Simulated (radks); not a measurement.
Results of a calculation; reference values are marked as such.
Ho XL, configuration [Ar] 3d10. Level of theory: Dirac Kohn-Sham, BLYP, spin-unpolarised, spherical densities, point nucleus (a radial shooting solver on a logarithmic mesh with Libxc functionals).

Normalised radial functions P(r) = r R(r) (large component), r in bohr:

```
   r/bohr * 3d3/2 (the largest magnitude, 2.3, reaches the edge; | marks zero)
 0.001037 *
 0.001287 *
 0.001611 *
 0.001999 *
 0.002501 *
 0.003104 *
 0.003852 *
 0.004819 *
 0.005981 *
 0.007483 *
 0.009287 *
  0.01153 |*
  0.01442 |*
   0.0179 | *
  0.02239 |  *
  0.02779 |   *
  0.03449 |      *
  0.04315 |          *
  0.05355 |                *
    0.067 |                        *
  0.08315 |                                 *
   0.1032 |                                          *
   0.1291 |                                                  *
   0.1602 |                                                      *
   0.2005 |                                                   *
   0.2488 |                                          *
   0.3088 |                             *
   0.3863 |               *
   0.4794 |      *
   0.5998 | *
   0.7444 *
```

3d3/2: eigenvalue -3004.8 eV, 0 radial nodes, <r> = 0.199 bohr, 90 % of the charge inside 0.308 bohr.
